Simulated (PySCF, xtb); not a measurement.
CH₃F₂OSb, SMILES [F][Sb]([O]C)[F].

xtb with GFN2-xTB at its own geometry gives an orbital gap of 4.30 eV and a dipole moment of 4.80 D.

The structure is a stationary point at B3LYP-D3(BJ)/def2-SVP. The structure was generated by enumeration; whether it is a known compound was not checked. The def2 effective core potentials stand for the cores of Sb; spin–orbit coupling is left out. The values are those of a single conformer.

Problem. What does PBE/def2-TZVP run with PySCF give? (The exact figures need the calculation; the answer reports its results.)

Solution. gap 4.66 eV (levels -6.91 and -2.25 eV), dipole 2.14 D.
